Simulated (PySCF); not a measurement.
C₃H₆OSi, SMILES C#C[SiH2]CO.

Geometry optimised at TPSSh-D3(BJ)/def2-SVP. This is a generated structure with no PubChem entry under its InChIKey; it may be hypothetical. One conformer was computed; it need not be the lowest.

Two levels are set side by side: TDA-PBE/def2-SVPD (PySCF) and TDA-PBE0/def2-SVPD (PySCF). Vertical, same geometry. The lowest singlet is HOMO→LUMO 99 % with PBE and HOMO−1→LUMO 52 %, HOMO→LUMO+1 21 % with the other functional; states are paired by order. Differences are taken from unrounded values.

```tsv
quantity	TDA-PBE0
lowest singlet excitation (eV)	5.98
lowest triplet excitation (TDA) (eV)	4.77
```

Task: What does TDA-PBE give, and how far is it from TDA-PBE0? (An estimate is asked for; the answer gives what the named calculation found.)

Result: 
```tsv
quantity	TDA-PBE	TDA-PBE minus TDA-PBE0
lowest singlet excitation (eV)	5.52	-0.46
lowest triplet excitation (TDA) (eV)	4.85	0.07
```

Functionals without exact exchange tend to place singlet excitations lower, as here. Differences between two approximate levels are no errors against the true value.

Rough cost on one machine, each run with all the roots and properties that it gave: TDA-PBE0 against TDA-PBE about 2 times.
